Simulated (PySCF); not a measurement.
**Levels of In(38+) from EOM-EA-GCCSD**

Reference: closed-shell In(39+), [Ne]; one electron is added. Calculated with PySCF 2.14, two-component X2C-1e with screened spin-orbit coupling, an even-tempered Gaussian basis (17 s from 4.3 bohr⁻², ratio 2.6; 13 p from 5.6 bohr⁻², ratio 2.6; 6 d from 5.8 bohr⁻², ratio 2.8; 3 f from 140 bohr⁻², ratio 2.8); frozen 1s2; the 52 highest virtual spinors dropped; of the others 44 kept and the rest restored at second order. No Breit or QED terms. Binding energies in eV.

| level | Koopmans | second order | EOM-CCSD |
| --- | --- | --- | --- |
| 3s1/2 | 2628.9 | 2629.6 | 2629.6 |
| 3p1/2 | 2541.8 | 2542.7 | 2542.7 |
| 3p3/2 | 2486.1 | 2486.9 | 2486.9 |
| 3d3/2 | 2373.0 | 2373.6 | 2373.6 |
| 3d5/2 | 2360.9 | 2361.5 | 2361.5 |

Electric-dipole lines between these computed levels:

```
lower  upper  ΔE (eV)  vacuum wavelength (nm)
3s1/2  3p1/2   86.941                   14.26
3s1/2  3p3/2   142.71                   8.688
3p1/2  3d3/2   169.11                   7.331
3p3/2  3d3/2   113.35                   10.94
3p3/2  3d5/2   125.43                   9.885
```

For comparison, the ionisation energy of In(38+) is 2628.77 ± 0.08 eV (semi-empirical (NIST evaluation); NIST Atomic Spectra Database, ionization energies).

Only part of the computed levels is shown.
